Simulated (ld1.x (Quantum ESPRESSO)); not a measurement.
**tellurium: one change to a TM potential, before and after**

* Element: tellurium (Te)
* Generator: ld1.x (Quantum ESPRESSO) 7.5
* Type: norm-conserving Troullier–Martins (Kleinman–Bylander form)
* Functional: PBE
* Relativity: scalar-relativistic
* Frozen core: [Kr]
* Valence charge: 16
* Reference configuration: 4d10 5s2 5p3 (charge +1)
* Partial waves: 5s (bound): rc 1.35 bohr; 5p (bound): rc 2.20 bohr; 4d (bound): rc 1.25 bohr
* Local potential: all-electron potential smoothed inside 1.75 bohr (lloc = -2)
* Core correction: a·sin(br)/r model core inside 1.15 bohr

All-electron outer shells of the reference configuration (PBE, scalar-relativistic, ld1.x):

```json
{"shell": "4p", "level (eV)": "-123.46", "outermost node (bohr)": "0.38", "outermost maximum (bohr)": "0.74"}
{"shell": "4d", "level (eV)": "-50.68", "outermost node (bohr)": "0.36", "outermost maximum (bohr)": "0.81"}
{"shell": "5s", "level (eV)": "-23.44", "outermost node (bohr)": "0.91", "outermost maximum (bohr)": "1.77"}
{"shell": "5p", "level (eV)": "-13.68", "outermost node (bohr)": "1.00", "outermost maximum (bohr)": "2.11"}
```

Change: local potential the d channel.

Cutoffs: the cutoffs (Ry, on a coarse ladder) from which the occupation-weighted sum of valence levels, in a spherical-Bessel basis at the reference potential, stays within 10 and 1 mRy of its value at 400 Ry; they do not see the model core or the augmentation charge, which bear on the density cutoff. Errors are all-electron minus pseudo energies relative to the spin-unpolarised reference configuration.

Task: How do hardness, ghosts and transferability respond?

Result: The potential gets neither clearly harder nor softer (120 Ry and 200 Ry → 120 Ry and 200 Ry); a bound ghost appears in p, s, which as a rule spoils a file; of the 7 tests that both files solve, the error grows in 2 and shrinks in 3 by more than 15 % and 0.3 meV (median size 8.2 → 3.9 meV); the range in which the s phases agree widens (upper end -0.1 → 2.3); the range in which the p phases agree widens (upper end 1.9 → 3.5). In the separable form a ghost depends on how the local part lies against the semilocal potential of the channel, so the choice of the local part can create or remove one.

| quantity | base | changed |
| --- | --- | --- |
| cutoff, loose | 120 Ry | 120 Ry |
| cutoff, tight | 200 Ry | 200 Ry |
| loose cutoff by channel (10 mRy a level) | s 45 Ry, p 12 Ry, d 90 Ry | s 45 Ry, p 6 Ry, d 90 Ry |
| bound ghosts | none | s, p |
| error for 4d10 5s2 5p4, meV [ΔE -9.73 eV] | +6.0 | +3.1 |
| error for 4d10 5s2 5p2, meV [ΔE 17.92 eV] | +0.7 | -3.9 |
| error for 4d10 5s2 5p1, meV [ΔE 44.82 eV] | +11 | -9.4 |
| error for 4d9 5s2 5p4, meV [ΔE 39.53 eV] | -130 | -369 |
| error for 4d10 5s2 5p3.5, meV [ΔE -5.83 eV] | +2.5 | +1.7 |
| error for 4d10 5s1 5p5, meV [ΔE -0.47 eV] | -12 | -11 |
| error for 4d10 5s2 5p4.3, meV [ΔE -11.20 eV] | +8.2 | +3.9 |
| s: phases at 2.41 bohr within 0.05 rad from the reference energy up to (Ry; the scan ends near 5) | -0.1 | 2.3 |
| p: phases at 2.41 bohr within 0.05 rad from the reference energy up to (Ry; the scan ends near 5) | 1.9 | 3.5 |
| d: phases at 2.41 bohr within 0.05 rad from the reference energy up to (Ry; the scan ends near 5) | -0.3 | to the end of the scan |

 A true bound ghost makes a file unfit for plane-wave use even where its test errors are small: the radial tests pick states by their node count and pass the ghost by.
